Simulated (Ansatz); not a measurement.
A short molecular-dynamics run on C$_{2}$H$_{5}$ClF$_{2}$Si, SMILES `FC[SiH](F)CCl`.

```yaml
crystal:
  periodic: [false, false, false]
  atoms:
    - {symbol: F, position_ang: [-1.219183, -1.252318, 1.286307]}
    - {symbol: C, position_ang: [-1.443625, -0.580656, 0.087461]}
    - {symbol: Si, position_ang: [-0.145948, 0.761360, -0.143932]}
    - {symbol: F, position_ang: [-0.370702, 1.899476, 0.959531]}
    - {symbol: C, position_ang: [1.562989, 0.041212, 0.097335]}
    - {symbol: Cl, position_ang: [1.810109, -1.111467, -1.247059]}
    - {symbol: H, position_ang: [-2.454405, -0.159238, 0.113460]}
    - {symbol: H, position_ang: [-1.402854, -1.308694, -0.729397]}
    - {symbol: H, position_ang: [-0.276726, 1.376158, -1.485395]}
    - {symbol: H, position_ang: [1.651126, -0.511337, 1.032690]}
    - {symbol: H, position_ang: [2.354617, 0.788503, 0.049598]}
basis:
  gaussian: {orbitals: def2-SVP}
hamiltonian: {xc: {name: r2SCAN}}
md: {timestep: 1 fs, n_steps: 50, ensemble: nvt_langevin, temperature: 300, initial_velocities: maxwell_boltzmann, friction: 0.01, seed: 399}
```

```sh
$ ansatz run in.yaml --threads 4 --pin off --events-out ev --progress --plain --max-ram 10444MiB
```

```tsv
step	time (fs)	potential energy (eV)	kinetic (eV)	T (K)	conserved (eV)
0	0.0	-27973.5606	0.3878	273	–
1	1.0	-27973.5261	0.3467	244	–
2	2.0	-27973.4793	0.3343	235	–
3	3.0	-27973.4419	0.3000	211	–
4	4.0	-27973.4104	0.2946	207	–
5	5.0	-27973.3729	0.2806	197	–
6	6.0	-27973.3332	0.2568	181	–
7	7.0	-27973.3135	0.2255	159	–
8	8.0	-27973.3307	0.2713	191	–
9	9.0	-27973.3687	0.3223	227	–
10	10.0	-27973.3984	0.3481	245	–
11	11.0	-27973.3992	0.3248	228	–
12	12.0	-27973.3817	0.3184	224	–
13	13.0	-27973.3706	0.2990	210	–
14	14.0	-27973.3660	0.3109	219	–
15	15.0	-27973.3502	0.3264	230	–
16	16.0	-27973.3148	0.2895	204	–
17	17.0	-27973.2747	0.2640	186	–
18	18.0	-27973.2525	0.2680	189	–
19	19.0	-27973.2566	0.2387	168	–
20	20.0	-27973.2782	0.2626	185	–
21	21.0	-27973.3003	0.3140	221	–
22	22.0	-27973.3118	0.3570	251	–
23	23.0	-27973.3098	0.3590	252	–
24	24.0	-27973.3029	0.3504	246	–
25	25.0	-27973.2991	0.3497	246	–
26	26.0	-27973.2928	0.3326	234	–
27	27.0	-27973.2773	0.2988	210	–
28	28.0	-27973.2595	0.3160	222	–
29	29.0	-27973.2549	0.3268	230	–
30	30.0	-27973.2673	0.3492	246	–
31	31.0	-27973.2874	0.4235	298	–
32	32.0	-27973.2969	0.4105	289	–
33	33.0	-27973.2908	0.4020	283	–
34	34.0	-27973.2836	0.3903	275	–
35	35.0	-27973.2902	0.3657	257	–
36	36.0	-27973.3008	0.3834	270	–
37	37.0	-27973.2907	0.3759	264	–
38	38.0	-27973.2557	0.3091	217	–
39	39.0	-27973.2214	0.2692	189	–
40	40.0	-27973.2160	0.2852	201	–
41	41.0	-27973.2417	0.2697	190	–
42	42.0	-27973.2804	0.3215	226	–
43	43.0	-27973.3012	0.3707	261	–
44	44.0	-27973.2891	0.3674	258	–
45	45.0	-27973.2694	0.3421	241	–
46	46.0	-27973.2703	0.3678	259	–
47	47.0	-27973.2811	0.3793	267	–
48	48.0	-27973.2803	0.3762	265	–
49	49.0	-27973.2702	0.3655	257	–
50	50.0	-27973.2610	0.3715	261	–
```

Velocities are drawn at the set temperature; a run this short doesn't reach equilibrium.

Frames (Å, forces in eV/Å):

```xyz
11
time=0.0 fs
F    -1.219   -1.252    1.286    0.131    0.002    0.140
C    -1.444   -0.581    0.087    0.217   -0.024    0.206
Si   -0.146    0.761   -0.144    0.021   -0.619   -0.645
F    -0.371    1.899    0.960   -0.141    0.745    0.748
C     1.563    0.041    0.097   -0.240    0.094   -0.023
Cl    1.810   -1.111   -1.247    0.057   -0.308   -0.330
H    -2.454   -0.159    0.113   -0.325    0.152   -0.062
H    -1.403   -1.309   -0.729   -0.013   -0.197   -0.303
H    -0.277    1.376   -1.485    0.005    0.057   -0.099
H     1.651   -0.511    1.033    0.020   -0.155    0.333
H     2.355    0.789    0.050    0.268    0.252    0.034
11
time=3.0 fs
F    -1.221   -1.246    1.282    0.445   -0.440    0.949
C    -1.440   -0.587    0.103    0.438    0.104   -0.586
Si   -0.141    0.767   -0.136   -0.060   -0.345   -1.563
F    -0.387    1.907    0.952   -0.169    0.872    1.019
C     1.569    0.060    0.099   -0.918   -0.706   -0.649
Cl    1.810   -1.127   -1.250   -0.136   -0.180   -0.156
H    -2.441   -0.177    0.151   -0.730    0.417   -0.218
H    -1.408   -1.322   -0.715   -0.021   -0.026   -0.236
H    -0.211    1.446   -1.489   -0.112   -0.317    0.357
H     1.570   -0.527    1.013    0.538    0.027    0.551
H     2.354    0.776   -0.049    0.725    0.595    0.534
11
time=6.0 fs
F    -1.223   -1.244    1.280    0.604   -0.689    1.380
C    -1.434   -0.593    0.113   -0.676    0.267   -1.565
Si   -0.134    0.771   -0.134   -0.281    0.055   -1.572
F    -0.404    1.918    0.949   -0.118    0.685    1.028
C     1.569    0.077    0.095    0.344   -0.437   -0.556
Cl    1.811   -1.147   -1.255   -0.254    0.054    0.130
H    -2.468   -0.165    0.172    0.401   -0.041   -0.395
H    -1.402   -1.348   -0.729   -0.105    0.602    0.421
H    -0.166    1.511   -1.452   -0.223   -0.454    0.204
H     1.531   -0.519    1.028    0.800    0.421   -0.034
H     2.399    0.804   -0.102   -0.492   -0.464    0.960
11
time=9.0 fs
F    -1.222   -1.243    1.287    0.484   -0.542    0.969
C    -1.436   -0.601    0.107   -0.320    0.832   -0.921
Si   -0.129    0.774   -0.136   -0.468    0.176   -0.911
F    -0.417    1.930    0.947   -0.040    0.354    0.893
C     1.572    0.089    0.084    0.541   -0.869   -0.085
Cl    1.814   -1.169   -1.260   -0.286    0.361    0.455
H    -2.460   -0.161    0.155    0.241   -0.019   -0.276
H    -1.406   -1.326   -0.727   -0.055   -0.001    0.000
H    -0.138    1.553   -1.396   -0.292   -0.309   -0.371
H     1.551   -0.476    1.049    0.686    0.370   -0.414
H     2.418    0.800   -0.081   -0.492   -0.353    0.662
11
time=12.0 fs
F    -1.220   -1.248    1.300    0.214   -0.070   -0.089
C    -1.443   -0.605    0.086    0.694    1.099    0.540
Si   -0.123    0.777   -0.139   -0.674    0.304   -0.401
F    -0.424    1.946    0.950    0.072   -0.080    0.570
C     1.578    0.094    0.072   -0.354   -1.360   -0.272
Cl    1.814   -1.192   -1.267   -0.224    0.699    0.781
H    -2.437   -0.158    0.126   -0.448    0.191   -0.103
H    -1.409   -1.304   -0.734    0.016   -0.764   -0.594
H    -0.132    1.571   -1.378   -0.294   -0.229   -0.580
H     1.606   -0.402    1.042    0.319   -0.485    0.276
H     2.401    0.775   -0.002    0.677    0.694   -0.128
11
time=15.0 fs
F    -1.220   -1.255    1.313   -0.033    0.408   -1.048
C    -1.446   -0.606    0.064    0.560    0.356    0.602
Si   -0.119    0.778   -0.143   -0.808    0.632   -0.427
F    -0.426    1.960    0.954    0.193   -0.490    0.177
C     1.584    0.088    0.060    0.604   -0.577    0.066
Cl    1.815   -1.212   -1.273   -0.142    0.942    1.006
H    -2.445   -0.135    0.102   -0.008   -0.127   -0.039
H    -1.418   -1.332   -0.773    0.001   -0.033    0.297
H    -0.159    1.572   -1.408   -0.218   -0.430   -0.156
H     1.672   -0.356    1.054   -0.064   -0.784    0.148
H     2.428    0.794    0.064   -0.086    0.105   -0.625
11
time=18.0 fs
F    -1.222   -1.263    1.324   -0.211    0.774   -1.766
C    -1.447   -0.602    0.044    0.647   -0.328    0.684
Si   -0.116    0.783   -0.150   -0.843    0.674   -0.543
F    -0.427    1.974    0.956    0.298   -0.781   -0.222
C     1.596    0.080    0.050    1.146   -0.203    0.869
Cl    1.814   -1.231   -1.278   -0.075    1.101    1.044
H    -2.444   -0.124    0.072    0.001   -0.178    0.089
H    -1.437   -1.351   -0.806    0.098    0.458    0.882
H    -0.210    1.545   -1.471   -0.059   -0.590    0.441
H     1.736   -0.372    1.067   -0.354   -0.372   -0.670
H     2.440    0.833    0.076   -0.647   -0.554   -0.809
11
time=21.0 fs
F    -1.225   -1.266    1.330   -0.254    0.899   -2.040
C    -1.445   -0.604    0.029    0.846    0.284    1.862
Si   -0.117    0.792   -0.158   -0.841    0.080    0.043
F    -0.427    1.987    0.957    0.366   -0.934   -0.527
C     1.611    0.068    0.047    0.153   -0.513    0.417
Cl    1.815   -1.246   -1.281   -0.065    1.136    0.877
H    -2.444   -0.150    0.043   -0.236    0.038    0.196
H    -1.443   -1.336   -0.783    0.253   -0.405   -0.049
H    -0.268    1.478   -1.491    0.082   -0.260    0.251
H     1.767   -0.435    1.027   -0.338   -0.101   -0.383
H     2.407    0.836    0.036    0.033   -0.224   -0.646
11
time=24.0 fs
F    -1.226   -1.266    1.328   -0.145    0.820   -1.844
C    -1.438   -0.605    0.029    0.675    0.581    2.374
Si   -0.120    0.804   -0.164   -0.591   -0.998    1.046
F    -0.424    1.994    0.952    0.371   -0.827   -0.596
C     1.627    0.048    0.044   -0.968   -0.464   -0.739
Cl    1.817   -1.259   -1.282   -0.136    0.967    0.525
H    -2.452   -0.185    0.049   -0.197    0.169    0.119
H    -1.437   -1.340   -0.758    0.330   -0.748   -0.561
H    -0.328    1.380   -1.476    0.097    0.407   -0.678
H     1.755   -0.526    0.956   -0.007    0.035    0.528
H     2.393    0.813   -0.055    0.571    0.059   -0.175
11
time=27.0 fs
F    -1.227   -1.264    1.318   -0.008    0.665   -1.268
C    -1.428   -0.601    0.046    0.280   -0.528    1.008
Si   -0.123    0.815   -0.168   -0.432   -1.476    0.916
F    -0.422    1.999    0.943    0.355   -0.587   -0.499
C     1.635    0.028    0.039   -0.582    0.011   -1.015
Cl    1.820   -1.272   -1.282   -0.252    0.685    0.148
H    -2.463   -0.209    0.059    0.099    0.123    0.003
H    -1.410   -1.386   -0.759    0.276    0.507    0.419
H    -0.391    1.328   -1.499    0.198    0.494   -0.609
H     1.743   -0.615    0.921    0.138    0.664    0.429
H     2.427    0.787   -0.150   -0.071   -0.559    0.468
11
time=30.0 fs
F    -1.226   -1.258    1.303    0.168    0.305   -0.303
C    -1.415   -0.595    0.074    0.041   -0.585    0.044
Si   -0.123    0.822   -0.168   -0.506   -1.338   -0.113
F    -0.415    2.004    0.932    0.357   -0.345   -0.363
C     1.637    0.008    0.028   -0.216    0.210   -1.034
Cl    1.820   -1.282   -1.280   -0.362    0.352   -0.144
H    -2.468   -0.233    0.066    0.292    0.122   -0.103
H    -1.346   -1.385   -0.739    0.108    0.786    0.483
H    -0.431    1.312   -1.561    0.427    0.169    0.372
H     1.753   -0.649    0.905    0.104    0.860    0.384
H     2.467    0.726   -0.208   -0.413   -0.536    0.776
11
time=33.0 fs
F    -1.222   -1.248    1.288    0.404   -0.394    1.067
C    -1.401   -0.593    0.106   -0.343    0.907   -0.364
Si   -0.125    0.821   -0.169   -0.393   -1.044   -0.533
F    -0.405    2.009    0.921    0.382   -0.201   -0.268
C     1.636   -0.014    0.007   -0.885   -0.249   -0.560
Cl    1.818   -1.292   -1.278   -0.445   -0.025   -0.310
H    -2.465   -0.246    0.077    0.442    0.094   -0.209
H    -1.272   -1.322   -0.697    0.010   -0.203   -0.528
H    -0.430    1.321   -1.597    0.480   -0.065    0.859
H     1.802   -0.610    0.909   -0.141    0.471    0.480
H     2.476    0.622   -0.221    0.489    0.710    0.366
11
time=36.0 fs
F    -1.216   -1.238    1.283    0.489   -1.024    2.087
C    -1.388   -0.588    0.137    0.257    1.246   -1.784
Si   -0.126    0.816   -0.173   -0.007   -0.920    0.155
F    -0.394    2.013    0.910    0.431   -0.134   -0.205
C     1.632   -0.035   -0.017   -0.393    0.334    0.093
Cl    1.813   -1.301   -1.277   -0.425   -0.333   -0.299
H    -2.433   -0.257    0.062   -0.224    0.226   -0.185
H    -1.190   -1.269   -0.702   -0.165   -0.313   -0.341
H    -0.390    1.325   -1.558    0.247    0.055    0.220
H     1.828   -0.531    0.946   -0.367    0.055    0.129
H     2.507    0.575   -0.211    0.158    0.808    0.130
11
time=39.0 fs
F    -1.208   -1.234    1.288    0.424   -1.106    2.202
C    -1.370   -0.576    0.155    0.207    0.694   -3.052
Si   -0.127    0.807   -0.178    0.542   -0.843    1.267
F    -0.381    2.016    0.897    0.457   -0.137   -0.117
C     1.626   -0.054   -0.034    0.907    1.857    0.470
Cl    1.807   -1.309   -1.275   -0.281   -0.479   -0.254
H    -2.419   -0.259    0.028   -0.135    0.100   -0.037
H    -1.124   -1.249   -0.727   -0.433    0.154    0.514
H    -0.335    1.346   -1.494   -0.077    0.344   -0.941
H     1.816   -0.461    0.977   -0.371   -0.325   -0.149
H     2.543    0.611   -0.186   -1.239   -0.259    0.097
11
time=42.0 fs
F    -1.200   -1.238    1.302    0.263   -0.577    1.337
C    -1.351   -0.559    0.157   -0.415    0.348   -2.280
Si   -0.124    0.798   -0.178    0.922   -0.205    0.725
F    -0.367    2.017    0.884    0.434   -0.072    0.075
C     1.626   -0.062   -0.044   -0.148    1.820    0.753
Cl    1.802   -1.317   -1.272   -0.126   -0.447   -0.179
H    -2.405   -0.234    0.001    0.193   -0.101    0.163
H    -1.095   -1.214   -0.720   -0.387   -0.166    0.293
H    -0.287    1.403   -1.494   -0.140    0.033   -0.593
H     1.769   -0.419    0.988   -0.183   -0.644   -0.064
H     2.487    0.633   -0.155   -0.413    0.012   -0.230
11
time=45.0 fs
F    -1.193   -1.244    1.325    0.103    0.303    0.132
C    -1.335   -0.539    0.146   -0.453   -0.611   -0.745
Si   -0.118    0.794   -0.177    1.176    0.652   -0.650
F    -0.349    2.016    0.872    0.369    0.038    0.274
C     1.623   -0.053   -0.049   -1.865    0.202    1.454
Cl    1.799   -1.327   -1.269   -0.044   -0.172   -0.028
H    -2.373   -0.204   -0.012   -0.162   -0.099    0.210
H    -1.085   -1.213   -0.693   -0.285   -0.358   -0.120
H    -0.241    1.470   -1.544   -0.137   -0.592    0.506
H     1.700   -0.424    1.004    0.035   -0.378   -0.625
H     2.403    0.655   -0.144    1.264    1.014   -0.408
11
time=48.0 fs
F    -1.188   -1.249    1.348    0.055    0.991   -0.778
C    -1.319   -0.522    0.130   -0.826   -1.685    0.272
Si   -0.107    0.790   -0.180    1.214    1.050   -1.152
F    -0.328    2.014    0.860    0.303    0.134    0.432
C     1.609   -0.039   -0.043   -0.502    1.161    0.229
Cl    1.796   -1.338   -1.266   -0.052    0.184    0.130
H    -2.357   -0.176   -0.009   -0.106   -0.171    0.189
H    -1.088   -1.245   -0.675   -0.302   -0.096   -0.128
H    -0.220    1.487   -1.554   -0.162   -0.718    0.668
H     1.631   -0.451    0.971    0.391   -0.353    0.125
H     2.399    0.734   -0.158   -0.013   -0.496    0.013
11
time=50.0 fs
F    -1.184   -1.249    1.362    0.123    1.221   -1.133
C    -1.310   -0.519    0.120   -1.183   -2.217    0.600
Si   -0.097    0.790   -0.184    0.982    0.882   -0.908
F    -0.316    2.013    0.853    0.259    0.170    0.493
C     1.598   -0.022   -0.038    0.220    1.246   -0.398
Cl    1.795   -1.345   -1.264   -0.078    0.468    0.226
H    -2.357   -0.170    0.013    0.104   -0.187    0.110
H    -1.111   -1.281   -0.671   -0.294    0.260    0.063
H    -0.209    1.465   -1.530   -0.205   -0.469    0.209
H     1.602   -0.477    0.946    0.513   -0.277    0.531
H     2.395    0.778   -0.162   -0.441   -1.097    0.206
```

It took 74 s on 4 threads of an Intel Xeon Platinum 8488C on a shared host, with 0.52 GiB of host memory at the peak.
